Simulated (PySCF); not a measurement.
# Electronic structure of Br⁺ (bromine, charge +1) at the TPSSh level

Configuration: [Ar] 3d10 4s2 4p3 5s1, high-spin 5S determinant (an excited configuration). Calculation: PySCF 2.14, in aug-cc-pVDZ-PP with ECP10MDF (5s4p3d, 32 functions); scalar relativity through the core potential.

| Property | Result |
| --- | --- |
| Total energy | -415.8530 hartree |
| One-electron energy | -714.5077 hartree |
| Hartree (Coulomb) energy | 329.1800 hartree |
| Exchange-correlation energy | -30.5254 hartree |
| ⟨S²⟩ | 6.0002 |
| ⟨L²⟩ | 0.000 |
| Sum of ⟨r⟩ | 23.47 bohr |
| Sum of ⟨r²⟩ | 45.54 bohr² |

| shell | electrons | mean orbital energy (hartree) | rms radius, mean of both spins (bohr) |
| --- | --- | --- | --- |
| 3s α | 1 | -9.16793 | 0.594 |
| 3s β | 1 | -9.15240 | 0.594 |
| 3p α | 3 | -7.13827 | 0.612 |
| 3p β | 3 | -7.12181 | 0.612 |
| 3d α | 5 | -3.19490 | 0.645 |
| 3d β | 5 | -3.17562 | 0.645 |
| 4s α | 1 | -1.38575 | 1.71 |
| 4s β | 1 | -1.22501 | 1.71 |
| 4p α | 3 | -0.86731 | 2.01 |
| 5s α | 1 | -0.29101 | 4.53 |

Energies and moments cover only the electrons outside the core potential. The outer electron is Rydberg-like, and this basis confines it to a smaller radius and binds it less than a complete one would.
